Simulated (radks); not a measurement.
Q: Successive ionisation energies (eV) of one element, from differences of total energies of ions in their ground configurations, starting at charge 22: 662.34, 812.42, 849.35, 886.03, 934.06, 972.41, 1010.4, 1132.1, 1175.8, 2027.8, 2119.3, 2211.9, 2305.5, 2400.0, 2523.4, 2622.9, 2723.5, 2825.0, 2927.4, 3268.4, 3358.7, 3447.7. Method: scalar-relativistic Kohn-Sham, PBE, spin-polarised, spherical densities, finite nucleus; open shells are filled with parallel spins first (spin-orbit coupling, left out, can overturn this in heavy ions); Fermi nuclear charge, rms radius 4.8919 fm; computed with a radial shooting solver on a logarithmic mesh with Libxc functionals. Which element is it?

A: Praseodymium (Z = 59). The first species listed is Pr22+ in [Kr] 4d1, the last Pr43+ in [Ne] 3s2 3p4.
